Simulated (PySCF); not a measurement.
TiS₂ at several levels of theory

All levels use the PBE0 minimum (singlet; Ti–S 2.065 Å (×2); S–Ti–S 113.5°), basis [Ti def2-TZVP, S def2-TZVP], no relativity, density fitting, no spin–orbit coupling, PySCF. For vertical energies the ionised species is a doublet (spins chosen at PBE0 and kept) and the electron-attached one a doublet. Atomisation goes to high-spin ground-configuration atoms, without zero-point energy. Open shells are unrestricted, also as the reference of the correlated levels. A dash marks a value that was not computed or is not defined at that level.

```csv
level,atomisation (kJ/mol),vertical IP (eV),vertical EA (eV),−ε(HOMO) (eV),gap (eV),dipole (D)
PBE0,891,8.63,1.98,6.68,3.44,5.75
HF,226,6.85,2.50,9.13,8.33,6.54
MP2,?,?,?,–,–,–
PBE,?,?,?,?,?,?
```

Q: Fill in the row of PBE.

A: atomisation (kJ/mol) 1043, vertical IP (eV) 8.52, vertical EA (eV) 1.75, −ε(HOMO) (eV) 5.59, gap (eV) 1.42, dipole (D) 5.43.

Q: Fill in the row of MP2.

A: atomisation (kJ/mol) 995, vertical IP (eV) 11.14, vertical EA (eV) 0.55.

Spin contamination in at least one species weakens the values at: HF, MP2.

Without diffuse functions attachment energies tend to come out too low.
